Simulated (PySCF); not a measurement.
SMILES C=CC1CCCCC1 at its GFN2-xTB optimised geometry (Å):

```
22

C     -2.1020    -1.3868     2.1017
C     -1.3500    -0.6380     1.3174
C     -0.7994    -1.0938     0.0000
C     -1.3216    -0.2305    -1.1585
C     -0.7277     1.1751    -1.1537
C      0.7958     1.1135    -1.1889
C      1.3213     0.3157     0.0000
C      0.7369    -1.0938     0.0000
H     -2.3720    -2.3961     1.8348
H     -2.4820    -1.0289     3.0439
H     -1.1006     0.3693     1.6189
H     -1.1386    -2.1236    -0.1643
H     -2.4112    -0.1744    -1.1031
H     -1.0597    -0.7205    -2.0999
H     -1.0511     1.7136    -0.2613
H     -1.0974     1.7265    -2.0216
H      1.2111     2.1236    -1.1741
H      1.1168     0.6332    -2.1167
H      1.0600     0.8277     0.9277
H      2.4112     0.2550    -0.0457
H      1.0823    -1.6181    -0.8948
H      1.0972    -1.6464     0.8709
```

Method: B3LYP/def2-SVP (PySCF 2.14.0). Cells within 0.4 Å of a nucleus heavier than hydrogen are left out (blank, or x).

Map of the Laplacian of the electron density (e/bohr⁵), clipped to [-1.50, 1.50] on the plane z = 0.0 Å:

```
|666666666666666666666666666|
|666666666666666666666666666|
|666666666666666666666666666|
|666666666666666666666666666|
|666666666666666666666666666|
|666666666666666666666666666|
|666666666666666666666666666|
|666666666666666666666666666|
|666666666656666666666666666|
|666666666666666666666666666|
|666666666666666666666666666|
|66666666666666665x556666666|
|6666666666666666xx610566666|
|66666666666666666x444666666|
|666666666666666535666666666|
|666666666659555826666666666|
|6666666666xx33xxx6666666666|
|6666666666xx455x86666666666|
|666666666525666666666666666|
|666666666405666666666666666|
|666666666656666666666666666|
|666666666666666666666666666|
|666666666666666666666666666|
|666666666666666666666666666|
|666666666666666666666666666|
|666666666666666666666666666|
|666666666666666666666666666|
```
Scale: ten equal steps from -1.50 (start of '0') to 0.954 (end of '9'), in the order '0123456789'; x runs from -4.50 to 4.50, y from -4.50 (bottom) to 4.50 (top).
